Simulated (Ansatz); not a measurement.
(H2Al-mu-F)2 (Al₂H₄F₂), relaxed as a singlet with RKS PBE0-D4/def2-SVP in Ansatz, starting from the GFN2-xTB geometry. Force threshold 0.02 eV/Å.

Start:

| atom | x (Å) | y (Å) | z (Å) |
| --- | --- | --- | --- |
| Al1 | -0.348 | -0.647 | -1.194 |
| H2 | -1.720 | -0.283 | -1.759 |
| H3 | 0.703 | -1.613 | -1.739 |
| F4 | -0.486 | -0.872 | 0.614 |
| Al5 | 0.348 | 0.647 | 1.194 |
| H6 | 1.721 | 0.280 | 1.756 |
| H7 | -0.700 | 1.616 | 1.742 |
| F8 | 0.483 | 0.873 | -0.614 |

Problem. Estimate the energy that the relaxation releases and the steps that it takes.

Solution. 8.1 kJ/mol, in 5 steps; 3.7 s on 4 threads of Arm Neoverse V2 on a shared host. No frequencies were taken in this run, so the end may be a saddle point.

Problem. Does the start keep its bonding and symmetry?

Solution. By distances, no bond broke or formed. The bond that changes most is Al5–H6, from 1.53 to 1.58 Å (atoms count from 1). Point group D2h at the start, D2h at the end, both within 0.05 Å.

Problem. Predict the relaxed structure.

Solution. 
```xyz
8

Al   -0.3523   -0.6550   -1.2085
H    -1.7656   -0.2874   -1.8013
H     0.7213   -1.6556   -1.7831
F    -0.4888   -0.8793    0.6191
Al    0.3522    0.6551    1.2085
H     1.7657    0.2866    1.8003
H    -0.7206    1.6560    1.7841
F     0.4880    0.8798   -0.6191
```
Bond lengths (bridged metal pairs left out): 4 × Al–F 1.85 Å; 4 × Al–H 1.58 Å.
